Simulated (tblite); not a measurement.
Record of a relaxation.

Compound: C4H11PSi.
Atom-mapped SMILES: `[CH3:1][C@@H:2]1[PH:3][CH2:4][C@@H:5]1[SiH3:6]` (hydrogens: H7, H8, H9 on C1; H10 on C2; H11 on P3; H12, H13 on C4; H14 on C5; H15, H16, H17 on Si6)

Computed with GFN2-xTB (tblite), gas phase: L-BFGS steps from a force-field or distance-geometry start until the largest atomic force falls under 0.01 eV/Å. 5 of its 106 geometries are shown.

Step 0: E = -499.6151 eV, largest atomic force 3.218 eV/Å
```
atom  x, y, z in Å  |  force x, y, z in eV/Å
C1     -1.442   -1.096   -0.028   -1.826  -1.054  -0.068
C2     -0.782    0.021    0.701   -0.077   0.653   2.808
P3     -1.394    1.674    0.123   -2.994   0.552  -1.043
C4      0.015    1.163   -0.967    1.186   2.124   0.208
C5      0.576    0.454    0.259    0.875   0.270  -0.635
Si6     1.845   -0.844   -0.041    1.601  -1.028   0.272
H7     -2.086   -1.645    0.705    0.434   0.242  -0.587
H8     -2.159   -0.742   -0.810    0.683  -0.148   0.412
H9     -0.777   -1.838   -0.477    0.102   0.314   0.082
H10    -0.825   -0.107    1.807   -0.139  -0.261  -0.411
H11    -0.950    2.684    1.074    0.826  -0.857  -0.363
H12     0.600    2.038   -1.299    0.039  -0.345  -0.307
H13    -0.245    0.531   -1.814   -0.173   0.107   0.256
H14     0.978    1.226    0.958   -0.248  -0.428  -0.320
H15     1.478   -2.017    0.771    0.097   0.046  -0.165
H16     3.131   -0.306    0.483   -0.255  -0.191  -0.189
H17     2.030   -1.184   -1.454   -0.130   0.005   0.049
```

Step 26: E = -500.4390 eV, largest atomic force 0.148 eV/Å
```
atom  x, y, z in Å  |  force x, y, z in eV/Å
C1     -1.463   -1.171    0.082   -0.008  -0.005   0.002
C2     -0.878    0.092    0.718    0.029  -0.066  -0.044
P3     -1.550    1.678   -0.077   -0.015  -0.040   0.037
C4      0.100    1.367   -0.910   -0.027  -0.038   0.046
C5      0.548    0.466    0.253    0.029  -0.110   0.003
Si6     1.831   -0.906   -0.094    0.115  -0.043  -0.044
H7     -2.164   -1.652    0.758   -0.071   0.039   0.057
H8     -2.002   -0.963   -0.841    0.081   0.097  -0.077
H9     -0.677   -1.891   -0.142   -0.003   0.013  -0.003
H10    -0.992    0.021    1.803    0.061   0.116   0.016
H11    -0.995    2.526    0.906   -0.047  -0.059  -0.016
H12     0.722    2.236   -1.117   -0.025   0.015  -0.035
H13    -0.068    0.817   -1.839    0.072  -0.013   0.049
H14     0.990    1.121    1.016   -0.096  -0.044   0.027
H15     1.609   -2.109    0.721   -0.042   0.124  -0.038
H16     3.143   -0.366    0.270    0.017   0.013  -0.033
H17     1.838   -1.255   -1.518   -0.070   0.000   0.054
```

Step 52: E = -500.5517 eV, largest atomic force 0.144 eV/Å
```
atom  x, y, z in Å  |  force x, y, z in eV/Å
C1     -1.422   -1.228    0.147    0.041   0.138   0.008
C2     -0.874    0.074    0.711    0.008   0.062  -0.053
P3     -1.577    1.573   -0.226   -0.024  -0.125   0.063
C4      0.204    1.454   -0.795   -0.062  -0.006   0.010
C5      0.571    0.448    0.308    0.004  -0.062   0.034
Si6     1.784   -0.919   -0.223    0.012  -0.093  -0.049
H7     -2.455   -1.341    0.459   -0.124  -0.048  -0.014
H8     -1.395   -1.209   -0.941    0.039  -0.055  -0.019
H9     -0.857   -2.086    0.504    0.042   0.013  -0.003
H10    -1.033    0.099    1.794   -0.053   0.005  -0.031
H11    -1.304    2.504    0.789    0.039  -0.029   0.087
H12     0.744    2.396   -0.776    0.101   0.078  -0.065
H13     0.262    1.036   -1.801    0.008  -0.012  -0.007
H14     1.019    0.985    1.149    0.020   0.069   0.001
H15     1.805   -2.007    0.759   -0.018   0.049  -0.008
H16     3.127   -0.343   -0.326   -0.025   0.041   0.011
H17     1.393   -1.423   -1.542   -0.011  -0.024   0.035
```

Step 79: E = -500.5771 eV, largest atomic force 0.026 eV/Å
```
atom  x, y, z in Å  |  force x, y, z in eV/Å
C1     -1.415   -1.198    0.078    0.001   0.007   0.003
C2     -0.875    0.068    0.720    0.002   0.007   0.000
P3     -1.570    1.625   -0.101    0.005   0.004   0.000
C4      0.150    1.427   -0.817    0.013  -0.001   0.004
C5      0.561    0.456    0.303    0.004  -0.001  -0.001
Si6     1.795   -0.908   -0.184   -0.002  -0.003   0.009
H7     -2.478   -1.303    0.293   -0.011  -0.003   0.007
H8     -1.289   -1.171   -1.002    0.001   0.003   0.002
H9     -0.895   -2.072    0.468    0.001  -0.017  -0.020
H10    -1.031    0.020    1.801    0.001   0.008  -0.003
H11    -1.143    2.470    0.940   -0.008  -0.006   0.002
H12     0.741    2.336   -0.916   -0.007   0.006  -0.007
H13     0.094    0.941   -1.793    0.001   0.009   0.003
H14     0.999    1.040    1.121   -0.001   0.000  -0.002
H15     1.831   -1.926    0.866    0.011  -0.004   0.008
H16     3.116   -0.292   -0.325   -0.011   0.004  -0.008
H17     1.400   -1.502   -1.462    0.002  -0.012   0.004
```

Step 105: E = -500.5798 eV, largest atomic force 0.008 eV/Å
```
atom  x, y, z in Å  |  force x, y, z in eV/Å
C1     -1.425   -1.192    0.055   -0.001  -0.003  -0.001
C2     -0.878    0.063    0.712   -0.001  -0.001   0.002
P3     -1.564    1.631   -0.097    0.001  -0.003   0.001
C4      0.159    1.432   -0.807    0.002   0.001  -0.001
C5      0.561    0.450    0.305    0.000   0.002  -0.003
Si6     1.798   -0.915   -0.172    0.001   0.003  -0.001
H7     -2.482   -1.308    0.290    0.002   0.004  -0.002
H8     -1.323   -1.139   -1.028    0.002   0.001   0.008
H9     -0.892   -2.073    0.410    0.002  -0.002  -0.005
H10    -1.037    0.006    1.792   -0.006   0.000   0.003
H11    -1.141    2.463    0.956    0.000   0.000  -0.002
H12     0.751    2.342   -0.895    0.003   0.001  -0.001
H13     0.105    0.959   -1.790    0.001  -0.005   0.004
H14     0.996    1.026    1.130   -0.005   0.003  -0.002
H15     1.919   -1.857    0.942    0.003  -0.004  -0.003
H16     3.087   -0.269   -0.429    0.000   0.000  -0.001
H17     1.361   -1.609   -1.384   -0.006   0.002   0.002
```

**Question.** Summarise the path.

**Answer.** The energy falls by 0.9647 eV from step 0 to step 105; nine tenths of that is first reached at step 37. It rises by more than 0.2 meV at step 35. The largest force goes from 3.218 to 0.008 eV/Å. Among the bonds C5–Si6 changes most, from 1.840 to 1.903 Å; the atoms move by 0.541 Å rms after alignment.

**Question.** Follow the three bonds and two angles with the largest change from start to end.

**Answer.** 
```tsv
step	E above end (eV)	largest force (eV/Å)	C5–Si6 (Å)	C2–C5 (Å)	P3–H11 (Å)	C4–P3–H11 (°)	C2–P3–H11 (°)
0	0.9647	3.218	1.840	1.492	1.457	110.1	108.3
5	0.2584	0.467	1.915	1.541	1.427	95.8	96.1
9	0.2136	0.214	1.897	1.541	1.407	94.6	95.4
14	0.1912	0.157	1.912	1.543	1.405	93.3	93.5
18	0.1800	0.126	1.910	1.544	1.415	93.0	94.0
23	0.1560	0.221	1.913	1.547	1.403	93.3	94.2
27	0.1361	0.180	1.909	1.545	1.416	93.5	94.0
32	0.1136	0.119	1.905	1.544	1.403	94.4	93.9
37	0.0943	0.156	1.902	1.549	1.408	94.8	92.7
41	0.0714	0.188	1.904	1.551	1.402	94.6	93.1
46	0.0472	0.215	1.906	1.547	1.407	93.8	95.1
50	0.0353	0.116	1.906	1.547	1.402	94.4	95.6
55	0.0200	0.097	1.905	1.544	1.409	94.1	95.5
59	0.0138	0.096	1.907	1.548	1.406	94.9	94.9
64	0.0075	0.068	1.903	1.544	1.407	94.6	93.3
68	0.0053	0.062	1.904	1.544	1.406	94.1	93.4
73	0.0034	0.023	1.903	1.545	1.408	93.9	93.5
78	0.0028	0.026	1.903	1.545	1.407	93.9	93.6
82	0.0025	0.023	1.903	1.545	1.408	93.9	93.4
87	0.0019	0.028	1.903	1.544	1.407	94.1	93.4
91	0.0015	0.024	1.903	1.545	1.407	94.1	93.5
96	0.0006	0.022	1.903	1.544	1.407	94.0	93.5
100	0.0002	0.016	1.903	1.545	1.407	94.0	93.6
105	0.0000	0.008	1.903	1.545	1.407	94.0	93.5
```

The cost below is that of the whole relaxation. The run took 1.1 s of wall time on Arm Neoverse N1, one thread, shared host with 64 logical CPUs at a one-minute load of 56.
